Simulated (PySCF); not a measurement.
This PySCF input asks for the NMR shieldings of SMILES NB(N)N[SiH3], BH8N3Si; the geometry comes from GFN2-xTB.

```python
import basis_set_exchange as bse
import numpy as np
from pyscf import gto, dft
from pyscf.prop import nmr

atoms = """
N    -1.656228    1.176527    0.727256
B    -0.760078    0.250690    0.146215
N    -1.257961   -0.853811   -0.573460
N     0.657294    0.443172    0.296498
Si    1.965406   -0.505289   -0.287627
H    -2.652945    1.099972    0.647020
H    -1.361044    1.986644    1.238812
H    -0.660066   -1.534568   -1.000394
H    -2.235472   -1.032149   -0.706625
H     0.907804    1.257277    0.833570
H     3.180566    0.181084    0.160173
H     1.943522   -0.597147   -1.756059
H     1.924813   -1.871914    0.256894
"""
names = dict.fromkeys(["N", "B", "Si", "H"], "pcSseg-1")
basis = {el: gto.basis.parse(bse.get_basis(n, elements=[el], fmt="nwchem")) for el, n in names.items()}
mol = gto.M(atom=atoms, basis=basis, charge=0, verbose=0)
mf = dft.RKS(mol, xc="PBE0")
mf.grids.level = 2
mf.grids.alignment = dft.numint.BLKSIZE   # the property module wants whole blocks of grid points
mf.conv_tol = 1e-9
mf.kernel()

calc = nmr.RKS(mf)   # GIAO
C = mf.mo_coeff
Co = C[:, mf.mo_occ > 0]
resp = mf.gen_response(singlet=True, hermi=2)
def vind(x):   # induced exchange potential for any number of trial vectors
    d = np.einsum("pi,xij,qj->xpq", C, 2 * x.reshape(-1, C.shape[1], Co.shape[1]), Co, optimize=True)
    return np.einsum("xpq,pi,qj->xij", resp(d - d.transpose(0, 2, 1)), C, Co, optimize=True).ravel()
mo1, _ = nmr.rhf.solve_mo1(calc, with_cphf=vind)
sigma = calc.kernel(mo1)
for i, s in enumerate(sigma):   # ppm
    w = np.linalg.eigvalsh((s + s.T) / 2)
    print("%2d %-2s iso %8.1f  s11 %8.1f  s22 %8.1f  s33 %8.1f" % (i, mol.atom_pure_symbol(i), w.mean(), *w))
```

**Question.** Give the expected output.

**Answer.** 
```
 0 N  iso    221.3  s11    195.4  s22    200.1  s33    268.4
 1 B  iso     79.7  s11     64.3  s22     68.3  s33    106.4
 2 N  iso    223.7  s11    199.5  s22    212.8  s33    258.9
 3 N  iso    239.0  s11    202.3  s22    230.4  s33    284.4
 4 Si iso    413.6  s11    367.8  s22    395.5  s33    477.4
 5 H  iso     30.3  s11     23.5  s22     27.5  s33     39.9
 6 H  iso     30.5  s11     23.8  s22     28.0  s33     39.6
 7 H  iso     30.1  s11     23.1  s22     28.4  s33     38.8
 8 H  iso     30.2  s11     23.6  s22     27.2  s33     39.8
 9 H  iso     31.0  s11     22.6  s22     30.3  s33     40.2
10 H  iso     27.2  s11     23.8  s22     25.4  s33     32.2
11 H  iso     26.9  s11     23.5  s22     25.2  s33     32.2
12 H  iso     26.9  s11     23.4  s22     25.2  s33     32.2
```

These numbers come from an equivalent density-fitted implementation of the same equations, which agrees with the script to about 0.01 ppm for H and up to a few tenths of a ppm for heavy atoms, so last digits may differ.

Size and cost of the density-fitted run: 132 basis functions, 11 s wall time on 1 thread of an Arm Neoverse V2, shared host; peak memory 0.61 GiB.
